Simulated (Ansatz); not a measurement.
`B[SiH](Cl)[SnH3]` + `FC([SiH3])S` → `BSC(F)[SiH3]` + `Cl[SiH2][SnH3]` at 400 K and 1 bar (cleavage of the B–Si bond).

Isolated molecules relaxed with PBE0-D4/def2-TZVP in Ansatz; ΔE leaves out vibrations. CCSD(T)/CBS is the MP2 limit (def2-TZVPP, def2-QZVPP) plus CCSD(T) − MP2 in def2-TZVPP, frozen cores. Elements past krypton have def2 core potentials. For Sn outer-core shells are correlated without core-valence functions, which leaves a few kJ/mol of doubt a bond. Each species was taken in one conformer, which may not be the lowest.

```csv
species,CCSD(T)/CBS energy (Eh),H − E (kJ/mol),S (J/(mol·K))
`B[SiH](Cl)[SnH3]`,-991.28328,173.1,428.0
`FC([SiH3])S`,-827.68200,171.0,353.7
`BSC(F)[SiH3]`,-853.08988,212.0,398.2
`Cl[SiH2][SnH3]`,-965.91563,132.5,381.7
```

H − E and S are ideal-gas, rigid-rotor, harmonic terms from PBE0-D4/def2-TZVP, for one conformer and one mirror image of each species. 1 Eh = 2625.50 kJ/mol, R = 8.31446 J/(mol·K).

Task: By hand: ΔE, ΔH, ΔS and ΔG.

Result: ΔE = (-853.08988) + (-965.91563) − (-991.28328) − (-827.68200) = -0.04023 Eh = -105.6 kJ/mol. Δ(H − E) = 212.0 + 132.5 − 173.1 − 171.0 = 0.4, so ΔH = -105.2 kJ/mol. ΔS = 398.2 + 381.7 − 428.0 − 353.7 = -1.8 J/(mol·K). ΔG = -105.2 − 400 × (-1.8)/1000 = -104.5 kJ/mol.

Task: By hand: the equilibrium constant, and the temperature at which ΔG would vanish if ΔH and ΔS stayed fixed.

Result: log₁₀ K = −ΔG/(RT ln 10) = 13.6. ΔG = 0 at ΔH/ΔS = 58444 K, far beyond where these terms or the molecules hold.

The number of gas molecules stays the same, so ΔS is small and ΔH decides. A doubt of 5 kJ/mol in ΔE shifts log₁₀ K by 0.7 here. Other conformers and mirror images would add mixing entropy, several J/(mol·K) or more a flexible species. Modes under 60 cm⁻¹, often nearly free rotors, make the harmonic entropy too high. These are equilibria of isolated gas molecules and say nothing of rates. Largest T1 diagnostic: 0.014 (customary marks: 0.02 for closed shells, 0.045 for open ones).
